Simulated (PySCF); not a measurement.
# One molecule, many functionals

C3H9NSi.
InChI=1S/C3H9NSi/c1-2-3-4-5/h3H,2H2,1,5H3/b4-3-

Linear-response calculations in the def2-SVPD basis (PySCF; singlets by full response, triplets Tamm–Dancoff, core orbitals frozen in the response; HF means time-dependent Hartree–Fock). 'Strongest' is the level of largest summed f among the singlets computed (10 roots, of which the last may lack a degenerate partner); it can jump between rows when another state enters that window. S1 is the lowest singlet of each run and needn't be the same state throughout; f(S1) is that of one state. One conformer (not necessarily the lowest) at the PBE0-D3(BJ)/def2-SVP geometry, without solvent, vibrations or thermal averaging.

| functional | kind | S1 (eV) | f(S1) | strongest (eV) | T1 (eV) | HOMO (eV) | gap (eV) | ionisation energy, ΔSCF (eV) |
| --- | --- | --- | --- | --- | --- | --- | --- | --- |
| LDA | LDA | 3.80 | 0.001 | 6.32 | 3.36 | -5.58 | 3.56 | 8.77 |
| PBE | GGA | 3.89 | 0.000 | 6.46 | 3.37 | -5.49 | 3.69 | 8.63 |
| PBE0 | global hybrid, 25% exact exchange | 4.13 | 0.000 | 7.29 | 3.55 | -6.84 | 6.12 | 8.78 |
| BHandHLYP | global hybrid, 50% exact exchange | 4.35 | 0.001 | 7.67 | 3.78 | -8.15 | 8.60 | 8.76 |
| CAM-B3LYP | range-separated hybrid | 4.16 | 0.001 | 7.58 | 3.62 | -8.22 | 8.68 | 8.92 |
| wB97X-D | range-separated hybrid | 4.18 | 0.001 | 7.55 | 3.67 | -8.72 | 9.84 | 8.88 |
| LC-wPBE | range-separated hybrid | 4.19 | 0.001 | 7.87 | 3.60 | -9.54 | 11.18 | 8.99 |
| HF | Hartree–Fock | 4.76 | 0.001 | 8.03 | 4.14 | -10.23 | 12.69 | not settled |

Problem. What does B3LYP (global hybrid, 20% exact exchange) give?

Solution. S1 (eV) 4.09, f(S1) 0.000, strongest (eV) 7.14, T1 (eV) 3.57, HOMO (eV) -6.63, gap (eV) 5.67, ionisation energy, ΔSCF (eV) 8.83. S1 runs from 3.80 eV (LDA) to 4.76 eV (HF), a spread of 0.96 eV, while the orbital gap spreads over 9.1 eV. Along PBE (0%), B3LYP (20%), PBE0 (25%), BHandHLYP (50%), HF (100%) S1 rises with the share of exact exchange. −ε(HOMO) comes closest to its own ΔSCF ionisation energy with wB97X-D (-0.16 eV) and misses most with LDA (-3.20 eV). 'Not settled' means that the ion's SCF failed to converge or may have ended in another state than the lowest.
